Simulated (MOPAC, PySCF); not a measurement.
Scan of H4AlN, singlet: twist about the double or partial double bond, both ends planar. Scanned: twist about the central bond. Other coordinates (Al-N length, H-Al-N angle, H-N-Al angle, Al-H length, N-H length) were minimised at PBE0/def2-TZVP.

- PBE/cc-pVTZ (PySCF)
- RKS-B3LYP/6-311+G** = restricted B3LYP/6-311+G**, spherical d (PySCF)
- PM7, restricted, heats of formation (MOPAC)

Energies in kcal/mol, each method relative to its own lowest point.

| at / ° | PBE | RKS-B3LYP/6-311+G** | PM7 |
|---|---|---|---|
| 0 | 0.00 | 0.00 | 0.00 |
| 7.50 | 0.18 | 0.18 | 0.20 |
| 15 | 0.71 | 0.71 | 0.74 |
| 22.50 | 1.57 | 1.57 | 1.50 |
| 30 | 2.72 | 2.71 | 2.46 |
| 37.50 | 4.10 | 4.07 | 3.56 |
| 45 | 5.61 | 5.55 | 4.79 |
| 52.50 | 7.18 | 7.09 | … |
| 60 | 8.70 | 8.56 | … |
| 67.50 | 10.05 | 9.86 | … |
| 75 | 11.13 | 10.88 | … |
| 82.50 | 11.82 | 11.54 | 9.22 |
| 90 | 12.07 | 11.77 | … |

**Question.** Complete the blanks.

**Answer.** 
- 52.50, PM7: 6.00
- 60, PM7: 7.13
- 67.50, PM7: 8.07
- 75, PM7: 8.81
- 90, PM7: 9.41

Near 90° the triplet can lie below this singlet.
